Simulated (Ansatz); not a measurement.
C2H4Si, SMILES `C1=C[SiH2]1` (charge 0, multiplicity 1).

These are Ansatz (a quantum-chemistry and plane-wave program) with frozen-core CCSD(T)/cc-pVTZ // B3LYP-D3(BJ)/def2-TZVP values and carry that method's errors.

Ansatz 0.2 input:
```yaml
crystal:
  periodic: [false, false, false]
  atoms:
    - { symbol: C, position_ang: [-0.739062, -0.669892, -0.041492] }
    - { symbol: C, position_ang: [-0.745571, 0.659926, -0.072876] }
    - { symbol: Si, position_ang: [0.937604, 0.006295, 0.072227] }
    - { symbol: H, position_ang: [-1.487974, -1.449294, -0.0812] }
    - { symbol: H, position_ang: [-1.502068, 1.42922, -0.149134] }
    - { symbol: H, position_ang: [1.674669, 0.040112, 1.352304] }
    - { symbol: H, position_ang: [1.862404, -0.016368, -1.079833] }
basis:
  gaussian: { orbitals: cc-pVTZ }
correlation:
  method: ccsd_t
```

Output:

```
Functional definition: HF
850 factors; integrals over basis functions are off by at most 9.8e-4 eV
mean field evaluation 1: about -9983.1618 eV, gradient 2.7e1 eV
mean field evaluation 2: about -9983.1725 eV, gradient 2.7e1 eV
mean field evaluation 4: about -9985.3171 eV, gradient 2.9e0 eV
mean field evaluation 8: about -9985.3475 eV, gradient 2.6e-4 eV
mean field evaluation 16: about -9985.3470 eV, gradient 2.9e-1 eV
mean field -9985.34750493 eV, -366.9547524945 hartree, gradient 3.0e-6 eV, S^2 0.000000; 0 other end points of the search recorded, 0 dependent functions left out
7 core orbitals not correlated
reference -9985.34750493 eV, -366.9547524945 hartree; 8, 8 occupied and 135, 135 virtual orbitals, 850 factors
second order -11.84615374 eV of doubles, -0.00000000 eV of singles
cycle   1  -12.22401981 eV  change   -3.8e-1 eV  update   8.1e-2
cycle   2  -12.59889743 eV  change   -3.7e-1 eV  update   2.6e-2
cycle   3  -12.65745236 eV  change   -5.9e-2 eV  update   1.1e-2
cycle   4  -12.65468825 eV  change    2.8e-3 eV  update   3.4e-3
cycle   5  -12.65551102 eV  change   -8.2e-4 eV  update   1.1e-3
cycle   6  -12.65533219 eV  change    1.8e-4 eV  update   3.6e-4
cycle   7  -12.65525508 eV  change    7.7e-5 eV  update   1.2e-4
cycle   8  -12.65526018 eV  change   -5.1e-6 eV  update   4.1e-5
cycle   9  -12.65524736 eV  change    1.3e-5 eV  update   1.2e-5
perturbative correction -0.60616769 eV, -0.0222762519 hartree
Total energy: -9998.60891999 eV, -367.4421005091 hartree
```
